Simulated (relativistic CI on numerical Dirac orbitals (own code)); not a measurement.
# What each ingredient does to the levels of Xe21+

Base calculation: Dirac-Coulomb-Breit CI, KLI orbitals optimised for each configuration, a model potential for QED, unscaled Slater integrals.

Configuration list (outside the closed core [Ar] 3d10): 4s2 4p3, 4s 4p4, 4s2 4p2 4d, 4p5, 4s 4p3 4d, 4s2 4p2 4f, 4s 4p3 4f, 4p4 4d, 4s 4p2 4d2, 4s2 4p 4d 4f, 4p4 4f, 4s2 4p2 5s, 4s2 4p 4d2, 4s2 4d3, 4s 4p 4d3, 4s2 4d2 4f, 4s 4p 4d2 4f, 4s2 4d2 5s, 4p3 4d2, 4p2 4d3, 4p2 4d2 4f, 4p2 4d2 5s. Double excitations out of closed p, d and f shells are left out; levels of such configurations are missing from the list, as are those of other unlisted configurations, and high levels can miss mixing partners.

The lowest level and the first level of each name with at least 55 % of one term (blank where a level has no safe partner in the second run):

```tsv
Level	Base (cm⁻¹)	Shift (cm⁻¹)
4s2 4p3 4S°_3/2	0	0
4s2 4p3 2D°_5/2	132231	-207
4s2 4p3 2P°_1/2	167820	-196
4s2 4p3 2P°_3/2	275123	-401
4s 4p4 4P_5/2	505743	+2163
4s 4p4 4P_1/2	574521	+2108
4s 4p4 2D_5/2	675400	+1798
4s2 4p2 4d 2F_5/2	785335	+102
4s2 4p2 4d 4D_1/2	794881	+306
4s2 4p2 4d 4F_7/2	802741	+61
4s2 4p2 4d 4F_9/2	834511	+7
4s2 4p2 4d 2G_7/2	886829	-2
4s2 4p2 4d 2D_3/2	922312	+74
4s2 4p2 4d 2D_5/2	940252	+111
```

At this charge energies of transitions that change n are usually good to better than 1 %, and those within a shell (Δn = 0) to a few per cent.

(1) One thing was changed in a second run, which moved the levels as shown. Which?
A. Breit term removed
B. one mean potential for all configurations
C. QED terms removed
D. P86 correlation estimate
E. configuration mixing switched off

Answers

(1) C. QED terms removed. QED shifts follow the density of s (and p1/2) electrons at the nucleus, so configurations move by their count of such electrons; where none moves, the smaller shifts of p3/2 electrons and of j = l + 1/2 against j = l − 1/2 set the pattern.

LS names give the leading component of a level, which can be under half, so a name can repeat, a term be missing and a line seem to break the LS rules.
